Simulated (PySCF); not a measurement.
**Frontier orbitals and the lowest excitations**

Species: dichloromaleic anhydride, C4Cl2O3.
Atom-mapped SMILES: `[O:1]=[C:2]1[O:3][C:4](=[O:5])[C:6]([Cl:7])=[C:8]1[Cl:9]`

Geometry (GFN2-xTB, Å), atoms numbered from 1 in this order:
```
atom  x, y, z in Å
O1     2.2570   -1.1255    0.0056
C2     1.1471   -0.7102    0.0017
O3     0.0330   -1.5113   -0.0034
C4    -1.1134   -0.7569   -0.0074
O5    -2.2052   -1.2178   -0.0106
C6    -0.6873    0.6768   -0.0061
Cl7   -1.8056    1.9360   -0.0127
C8     0.6619    0.7049    0.0006
Cl9    1.7261    2.0099    0.0073
```

Computed with TDDFT PBE0/def2-SVPD, vertical, gas phase, core orbitals frozen in the response (PySCF).

Kohn–Sham orbitals with the atoms that hold most of them (Löwdin shares over 4%, at most four atoms; ? is withheld):

```
orbital  ε (eV)                             atoms
 HOMO-3  -10.50    Cl7 44%, Cl9 44%, C6 4%, C8 4%
 HOMO-2   -9.72  Cl9 16%, O5 16%, Cl7 16%, O1 16%
 HOMO-1   -9.37                                 ?
   HOMO   -8.75  Cl9 24%, Cl7 24%, C6 20%, C8 20%
   LUMO   -3.69                                 ?
 LUMO+1   -0.52  Cl7 30%, Cl9 30%, C6 15%, C8 15%
 LUMO+2    0.04    C2 19%, C4 19%, O3 18%, O1 12%
```

(1) Give the leading atoms of the LUMO.

(2) Give the leading atoms of the HOMO-1.

(3) The HOMO–LUMO gap is 5.06 eV. Where does the response calculation put the lowest singlet, and from which orbitals?

(4) Give energy, strength and leading configuration of S1, S2 and S3, and follow the Löwdin shares of the leading atoms from the occupied to the empty orbital.

Answers

(1) C8 (bonded to 2 C and Cl) 18%; C6 (bonded to 2 C and Cl) 18%; O5 (bonded to C) 14%; O1 (bonded to C) 14%. By element: carbon 35% or more, oxygen 28% or more.

(2) O1 (bonded to C) 36%; O5 (bonded to C) 36%; O3 (bonded to 2 C) 8%; C2 (bonded to C and 2 O) 6%. By element: oxygen 80%, carbon 6% or more.

(3) S1 is at 4.00 eV (f = 0.0001), 1.06 eV below the gap, made of HOMO-1→LUMO (98%). Its leading pair isn't HOMO and LUMO; the energies of that pair differ by 5.69 eV. 

(4) 
- S1 (4.00 eV, f 0.0001), HOMO-1→LUMO (98%): O1 36% → 14%, O5 36% → 14%, C8 at most 6% → 18%, C6 at most 6% → 18%
- S2 (4.39 eV, f 0.141), HOMO→LUMO (94%): Cl9 24% → at most 14%, Cl7 24% → at most 14%, C8 20% → 18%, C6 20% → 18%
- S3 (4.42 eV, f 0.0000), HOMO-2→LUMO (96%): Cl9 16% → at most 14%, O5 16% → 14%, C8 at most 16% → 18%, C6 at most 16% → 18%
